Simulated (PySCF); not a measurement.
# Bond curve of BiSe

Set-up: basis Bi x2c-TZVPPall, Se x2c-TZVPPall; spin-free X2C with a Gaussian nucleus; PySCF 2.14. Energies in eV from Bi + Se in their ground configurations at the same level. State: doublet, unpaired electrons π ↑, a mixture of terms (⟨Lz²⟩ = 1.8).

```tsv
R (Å)	BLYP	TPSSh	PBE
2.078	-1.421	-1.461	-1.629
2.174	-2.449	-2.400	-2.601
2.271	-3.047	-2.911	-3.148
2.344	-3.291	-3.093	-3.355
2.416	-3.404	-3.146	-3.434
2.489	-3.418	-3.104	-3.416
2.585	-3.327	-2.944	-3.284
2.706	-3.096	-2.656	-3.008
2.851	-2.725	-2.279	-2.605
3.044	-2.197	-1.793	-2.071
```

Problem. Put a parabola through the three lowest points of the BLYP curve and estimate Re, k and ωe (reduced mass 57.81 u; 1 eV/Å² = 0.16022 mdyn/Å; ωe = 1302.8·√(k/μ) cm⁻¹).

Solution. Through R = 2.416, 2.489, 2.585 Å the second-order coefficient is 6.74 eV/Å², so Re ≈ 2.467 Å, k ≈ 2.16 mdyn/Å and ωe ≈ 252 cm⁻¹. A polynomial fit of higher order to the unrounded BLYP energies gives Re = 2.464 Å, k = 2.46 mdyn/Å, ωe = 269 cm⁻¹; anharmonicity and rounding make the difference.

The higher-order fit for each curve: BLYP: Re = 2.464 Å, ωe = 269 cm⁻¹, De = 3.42 eV; TPSSh: Re = 2.416 Å, ωe = 292 cm⁻¹, De = 3.15 eV; PBE: Re = 2.436 Å, ωe = 282 cm⁻¹, De = 3.44 eV.

⟨S²⟩ of the unrestricted solution departs from its pure value on part of the curve, where spin states mix. Spin–orbit coupling is left out, which matters for elements this heavy, above all for dissociation energies. Counting both spins, an empty level lies below a filled one in some of these solutions, because spin and occupation are held. The state is the lowest determinant that a PBE0 search found; another state may lie lower at other levels.
